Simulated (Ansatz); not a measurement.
A run for Ansatz (an electronic-structure program): R-RI-MP2/aug-cc-pVTZ on CH5BF3N (a complex), monomers drawn apart or pushed together. Files ending in .json are basis or fitting sets from the Basis Set Exchange.

Ansatz 0.2 input:
```yaml
crystal:
  periodic: [false, false, false]
  atoms:
    - {symbol: F, position_ang: [-0.55505574, -1.01569417, 0.57119223]}
    - {symbol: B, position_ang: [-0.06718219, 0.21498355, 0.94590464]}
    - {symbol: F, position_ang: [-0.79610066, 1.27626708, 0.45882683]}
    - {symbol: F, position_ang: [1.29214650, 0.34956323, 0.78141550]}
    - {symbol: C, position_ang: [0.38470735, -0.73928451, 3.20278755]}
    - {symbol: N, position_ang: [-0.31355019, 0.31872857, 2.43392899]}
    - {symbol: H, position_ang: [1.45007393, -0.65472705, 3.00661897]}
    - {symbol: H, position_ang: [0.03566641, -1.70462341, 2.84647629]}
    - {symbol: H, position_ang: [0.19099029, -0.64114698, 4.26988204]}
    - {symbol: H, position_ang: [-0.01235727, 1.24161940, 2.73837606]}
    - {symbol: H, position_ang: [-1.31789015, 0.27180262, 2.58961003]}
basis:
  gaussian:
    orbitals: aug-cc-pVTZ
    fitting: {mean_field: def2-universal-JKFIT, correlation: aug-cc-pVTZ-RIFIT.json}
magnetization: {spin_polarized: false}
correlation: {method: mp2, electrons: outside_noble_gas}
scf: {lower_state_search: off}
```

The log:

```
WARN ansatz: RAYON_NUM_THREADS=4 ignored (pool sized by the plan → 4); use --threads N
Functional definition: HF
these checks for a lower state are left out or cut short: stability, starts, cluster_reference, orbital_swaps, neighbouring_geometries, increment
integrals: 0.66 GiB planned
548 factors; integrals over basis functions are off by at most 9.4e-1 eV
mean field: 1.02 GiB planned
mean field evaluation 1: about -11386.7776 eV, gradient 4.8e1 eV
mean field evaluation 2: about -11390.1488 eV, gradient 2.5e1 eV
mean field evaluation 4: about -11390.9514 eV, gradient 7.8e-1 eV
mean field -11390.95308626 eV, -418.6098048549 hartree, gradient 2.1e-6 eV, S^2 0.000000; 0 other end points of the search recorded, 0 dependent functions left out
6 core orbitals not correlated
866 factors; their error is unknown
reference -11390.95308626 eV, -418.6098048549 hartree; 19, 19 occupied and 366, 366 virtual orbitals, 866 factors
second order -34.97057210 eV of doubles, -0.00000000 eV of singles
Total energy: -11425.92365836 eV, -419.8949496756 hartree
Checks for a lower state left out: stability, starts, cluster_reference, orbital_swaps, neighbouring_geometries, increment
```

The calculation finished and met its thresholds.

Cost: about 15 core-seconds (a rough figure).
